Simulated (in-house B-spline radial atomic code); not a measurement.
Results of a calculation; reference values are marked as such.
## Ru in an electron gas of r_s = 1.8: phase shifts, screening and friction

A nucleus sits in a uniform electron gas with a rigid positive background. The Kohn-Sham equations are solved self-consistently in the spin-unpolarised LDA (PW92), non-relativistic, on B-splines with outgoing waves at the boundary and partial waves to l = 8. The model has no lattice, no bands and no magnetic solution. Atomic units; δ_l are the phase shifts at the Fermi level, counted so that each bound state adds π, and good to about 0.0005.

The density parameter is r_s = 1.8 bohr.

| l | δ_l (rad) |
| --- | --- |
| 0 | 11.7848 |
| 1 | 9.2598 |
| 2 | 5.6835 |
| 3 | 0.1179 |
| 4 | 0.0247 |
| 5 | 0.0051 |
| 6 | 0.0011 |
| 7 | 0.0000 |
| 8 | -0.0001 |

Bound levels below the band bottom (hartree): s -18.68, p -15.46, d -9.505, s -2.021, p -1.077 and deeper ones.

Question: Check the Friedel sum rule, and say where the screening charge sits.

Answer: k_F = (9π/4)^(1/3)/r_s = 1.06620. The rule is Z = (2/π) Σ (2l + 1) δ_l. The terms are s 7.502, p 17.685, d 18.091, f 0.525 and 0.185 beyond, in all 43.989 against Z = 44. Bound states hold 8 s, 18 p, 10 d electrons, so the scattering states carry 7.99 in all; where a term is smaller than its bound count, the bound level has drawn weight out of the band.

Question: Find the transport cross section and the electronic stopping of a 5 keV Ru ion (mass 101.07 u).

Answer: σ_tr = (4π/k_F²) Σ (l + 1) sin²(δ_l − δ_(l+1)). The terms for l = 0 to 3 are 0.3344, 0.3547, 1.2972, 0.0346, all together 2.0230, so σ_tr = 11.054 × 2.0230 = 22.363 bohr². With n = 3/(4π r_s³) = 0.04093, the friction coefficient is Q = n k_F σ_tr = 0.9760. For v well below v_F = 1.066, dE/dx = Q v; with 24801 eV per u at v = 1, v = √(5000/(24801 × 101.07)) = 0.0447, so dE/dx = 0.04359 hartree/bohr = 22.4 eV/nm. The largest term couples the d and f waves.
